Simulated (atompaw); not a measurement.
Reading a pseudo-wave (Cu)

Columns: radius, all-electron u(r) and pseudo u(r) of the 3d shell (level -5.32 eV) of copper in the configuration [Ne] 3s2 3p6 3d10 4s1 4p0; LDA (PW92), scalar-relativistic, PAW (atompaw) scheme, atompaw 4.2.0.5.

| r (bohr) | all-electron | pseudo |
| --- | --- | --- |
| 0.092 | 0.0860 | 0.0070 |
| 0.185 | 0.3405 | 0.0534 |
| 0.277 | 0.6057 | 0.1602 |
| 0.369 | 0.8025 | 0.3235 |
| 0.462 | 0.9184 | 0.5167 |
| 0.554 | 0.9654 | 0.6947 |
| 0.646 | 0.9660 | 0.8231 |
| 0.738 | 0.9380 | 0.8841 |
| 0.831 | 0.8935 | 0.8827 |
| 0.923 | 0.8420 | 0.8420 |
| 1.015 | 0.7878 | 0.7879 |
| 1.108 | 0.7335 | 0.7335 |
| 1.200 | 0.6817 | 0.6817 |
| 1.292 | 0.6328 | 0.6328 |
| 1.385 | 0.5866 | 0.5866 |
| 1.477 | 0.5442 | 0.5442 |
| 1.569 | 0.5051 | 0.5051 |
| 1.662 | 0.4685 | 0.4685 |
| 1.754 | 0.4353 | 0.4353 |
| 1.846 | 0.4046 | 0.4046 |
| 1.938 | 0.3764 | 0.3764 |
| 2.031 | 0.3502 | 0.3502 |
| 2.123 | 0.3263 | 0.3263 |
| 2.215 | 0.3042 | 0.3042 |
| 2.308 | 0.2836 | 0.2836 |
| 2.400 | 0.2647 | 0.2647 |

**Question.** How many radial nodes do the two functions have?

**Answer.** The all-electron 3d function has n − l − 1 = 0; the pseudo-wave has 0.

**Question.** At about which radius was the pseudo-wave matched?

**Answer.** 1.05 bohr. The columns agree to 0.0005 from 0.92 bohr on; several derivatives are matched, so the curves merge somewhat inside the radius.

**Question.** Is the pseudo-wave norm-conserving?

**Answer.** No, it belongs to a PAW set: the norm inside the radius is not constrained, and the difference is carried by the augmentation charge.
